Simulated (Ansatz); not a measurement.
`[O]=[W]([F])([F])([Cl])[Cl]` and `[O]=[W]([F])([F])([F])[Cl]` differ in one atom or group.

Ansatz, PBE0-D4/def2-TZVP geometries, multiplicity 1. 

Elements past krypton have def2 core potentials.

```json
{"property": "size of the dipole moment (B3LYP/def2-TZVPP) / D", "`[O]=[W]([F])([F])([Cl])[Cl]`": "0.94"}
{"property": "HOMO–LUMO gap (PBE/def2-TZVPP) / eV", "`[O]=[W]([F])([F])([Cl])[Cl]`": "3.06"}
{"property": "ideal-gas entropy at 298 K and 1 bar (rigid rotor, harmonic PBE0-D4/def2-TZVP) / J/(mol·K)", "`[O]=[W]([F])([F])([Cl])[Cl]`": "377"}
{"property": "HOMO–LUMO gap (ωB97M-V/def2-TZVPP) / eV", "`[O]=[W]([F])([F])([Cl])[Cl]`": "9.40"}
{"property": "zero-point energy (PBE0-D4/def2-TZVP) / kJ/mol", "`[O]=[W]([F])([F])([Cl])[Cl]`": "28.5"}
{"property": "HOMO energy (PBE0/def2-TZVPP) / eV", "`[O]=[W]([F])([F])([Cl])[Cl]`": "-9.61"}
```

Q: Give the same properties after the change, and the shifts. (Estimate.)

A: The calculation gave: 
```
                                                                                  property  `[O]=[W]([F])([F])([F])[Cl]`  shift
                                          size of the dipole moment (B3LYP/def2-TZVPP) / D                          0.78  -0.16
                                                       HOMO–LUMO gap (PBE/def2-TZVPP) / eV                          3.83   0.77
ideal-gas entropy at 298 K and 1 bar (rigid rotor, harmonic PBE0-D4/def2-TZVP) / J/(mol·K)                           365    -12
                                                   HOMO–LUMO gap (ωB97M-V/def2-TZVPP) / eV                         10.49   1.09
                                            zero-point energy (PBE0-D4/def2-TZVP) / kJ/mol                          31.2    2.7
                                                        HOMO energy (PBE0/def2-TZVPP) / eV                        -10.25  -0.64
```

With PBE0 the HOMO falls by 0.64 eV and the LUMO rises by 0.28 eV, so the gap widens by about 0.92 eV. PBE moves the HOMO by -0.53 eV and ωB97M-V by -0.71 eV. Dipoles are sizes alone; their direction can turn.

B3LYP here is the variant with VWN-RPA as its local correlation; programs differ in this.
